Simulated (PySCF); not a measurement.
Screening by computed properties: pick the candidate that meets the target.

Each SMILES stands for a single optimised conformer of the isolated species, non-relativistic unless stated. Electronic properties by PySCF.

The conformers computed, where there is a choice (atom-mapped SMILES and torsion angles):
- `[NH:1][SiH2:2][SiH2:3][CH2:4][SiH3:5]`: N1–Si2–Si3–C4 -45°, Si2–Si3–C4–Si5 -53°, H–N1–Si2–Si3 89°
- `[NH2:1][SiH:2][SiH2:3][CH2:4][SiH3:5]`: N1–Si2–Si3–C4 55°, Si2–Si3–C4–Si5 179°, H–N1–Si2–Si3 -59°, H–N1–Si2–Si3 156°
- `[NH2:1][SiH2:2][SiH2:3][CH2:4][SiH2:5]`: N1–Si2–Si3–C4 180°, Si2–Si3–C4–Si5 180°, H–N1–Si2–Si3 -68°, H–N1–Si2–Si3 68°

(1) Wanted: dipole moment above 2 D (PBE0-D3(BJ)/def2-SVP) and smallest rotational constant below 2 GHz (PBE0-D3(BJ)/def2-SVP), at PBE0-D3(BJ)/def2-SVP geometries. Which candidate meets both?
A. `N[SiH][SiH2]C[SiH3]` [radical]
B. `[NH][SiH2][SiH2]C[SiH3]` [radical]
C. `O=[S@]1O[CH]CO1` [radical]
D. `N[SiH2][SiH2]C[SiH2]` [radical]

Results:

(1) A. Computed values:
```csv
species,dipole moment,smallest rotational constant
N[SiH2][SiH2]C[SiH2] [radical],1.14 D,0.726 GHz
[NH][SiH2][SiH2]C[SiH3] [radical],1.56 D,1.139 GHz
N[SiH][SiH2]C[SiH3] [radical],2.44 D,0.800 GHz
O=[S@]1O[CH]CO1 [radical],2.94 D,2.558 GHz
```
